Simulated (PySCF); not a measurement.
Rb(27+): ionisation energy

Rb(27+) [Ne] (1S) → Rb(28+) [He] 2s2 2p5 (2P), as a difference of total energies. All numbers are calculated (PySCF 2.14, the spin-free X2C one-electron Hamiltonian (Gaussian nucleus), in an even-tempered Gaussian basis (20 s from 8.1 bohr⁻², ratio 2.2; 12 p from 11 bohr⁻², ratio 2.2; 6 d from 49 bohr⁻², ratio 2.4; 5 f from 73 bohr⁻², ratio 2.4; 4 g from 110 bohr⁻², ratio 2.4)). Correlated levels: nothing frozen; virtual orbitals above 40 to 60 times the deepest correlated orbital energy dropped. The calculations carry no spin-orbit coupling.

| method | ionisation energy (eV) |
| --- | --- |
| UHF | 3151.5 |
| LDA | 3150.5 |
| PBE | 3150.4 |
| PBE0 | 3151.1 |
| r2SCAN | 3152.9 |
| M06-2X | 3151.8 |
| BHandHLYP | 3152.0 |
| MP2 (all electrons) | 3153.2 |
| SCS-MP2 (all electrons) | 3153.0 |

A first-order spin-orbit estimate (lowest level to lowest level, LS coupling) adds -20.536 eV.

For this ion Breit and QED terms and the two-electron picture change, all absent here, outweigh the differences among the correlated methods.

For comparison: 3133.3 ± 1.8 eV (semi-empirical (NIST evaluation); NIST Atomic Spectra Database, ionization energies).
